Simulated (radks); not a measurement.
Results of a calculation; reference values are marked as such.
Removal energies from neutral silicon, [Ne] 3s2 3p2, by Delta-SCF beside the eigenvalue of the level emptied. Level of theory: scalar-relativistic Kohn-Sham, LDA (Slater exchange, Perdew-Wang correlation), spin-polarised, spherical densities, finite nucleus; Fermi nuclear charge, rms radius of each element as measured or else 0.836 A^(1/3) + 0.57 fm (a radial shooting solver on a logarithmic mesh with Libxc functionals). Open shells are filled with parallel spins first.

removed from	final configuration	Delta-SCF (eV)	-eigenvalue (eV)
3p	[Ne] 3s2 3p1	8.258	4.615
3s	[Ne] 3s1 3p2	13.593	9.896
2p	[He] 2s2 2p5 3s2 3p2	108.81	95.235
2s	[He] 2s1 2p6 3s2 3p2	151.09	138.40
